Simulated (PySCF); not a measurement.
**Dipole moment and polarisability of `O=CCOCC(F)=C(F)F`**

Compound: C5H5F3O2.
Structure used (GFN2-xTB), in Å, numbered top down from 1:
```
atom  x, y, z in Å
O1     2.3596   -0.0810   -1.3446
C2     2.3003    0.6361   -0.3892
C3     1.4258    0.4388    0.8266
O4     0.6944   -0.7637    0.8668
C5    -0.2913   -0.9204   -0.1336
C6    -1.4599    0.0133    0.0456
F7    -1.3319    1.2360   -0.5144
C8    -2.5657   -0.2593    0.7271
F9    -3.5925    0.5550    0.9048
F10   -2.7884   -1.4294    1.3037
H11    2.9049    1.5617   -0.3142
H12    0.7751    1.3239    0.9128
H13    2.0696    0.4153    1.7115
H14    0.1287   -0.7662   -1.1341
H15   -0.6331   -1.9522   -0.0303
```

Level: PBE0/def2-SVPD (PySCF), static field, nuclei fixed, core orbitals frozen in the response. The polarisability tensor in these axes (au):

```
x   83.35  5.74 -9.23
y    5.74 64.33  0.92
z   -9.23  0.92 63.11
```

Q: What are the eigenvalues, a third of the trace, and Δα (Δα² = ½Σ(αi − αj)² over the three pairs)?

A: Principal values 57.96, 64.82 and 88.00 au; mean 70.26 au = 10.41 Å³ = 11.58 × 10⁻⁴⁰ C²·m²/J; Δα = 27.26 au (39 % of the mean).

Q: What is the dipole moment, and where does it point?

A: (0.65, 1.11, 1.18) D, 1.75 D in size, pointing from the negative to the positive side. Measured along this direction, the outermost atoms are H15 at the negative end and H13 at the positive end.

Q: Rayleigh depolarisation ratio (linearly polarised light, static tensor)?

A: ρ = 3Δα²/(45ᾱ² + 4Δα²) = 2230.0/(222156 + 2973.3) = 0.00991.

Q: Estimate the molar refractivity from the static electronic polarisability.

A: Lorentz–Lorenz: R = (4π/3)N_A α = 2.5225 cm³/(mol·Å³) × 10.41 Å³ = 26.3 cm³/mol, in the limit of long wavelengths.

Q: What would n − 1 = 2πNα be for an ideal gas of these molecules at 400 K and 1 atm, electronic part alone?

A: N = p/kT = 1.8347 × 10¹⁹ cm⁻³, so n − 1 = 2π × N × 10.41 × 10⁻²⁴ cm³ = 1200 × 10⁻⁶ at long wavelengths, for an ideal gas.

Q: Find the Langevin capture rate constant for NH4+ (18.034 u) meeting this molecule (154.024 u), k = 2.342 × 10⁻⁹ cm³/s × √(α in Å³ / reduced mass in u).

A: The reduced mass is 16.14 u, so k = 1.88 × 10⁻⁹ cm³/s. The formula leaves out the permanent dipole, which adds to the capture rate.

Q: Traceless (Buckingham) quadrupole moment about the centre of nuclear charge: eigenvalues?

A: -13.30, -2.98, 16.28 D·Å. The values depend on the origin, since the dipole doesn't vanish. The electronic extent ⟨r²⟩ about the same centre is 1730 bohr², a root-mean-square distance of 2.49 Å for the 78 electrons.

One conformer (not necessarily the lowest) at the GFN2-xTB geometry, without solvent, vibrations or thermal averaging.

These values come from a run that also computed excited states. Time: 65 s of wall time; peak memory 1.0 GiB. Hardware: Arm Neoverse V1, one thread (shared host).
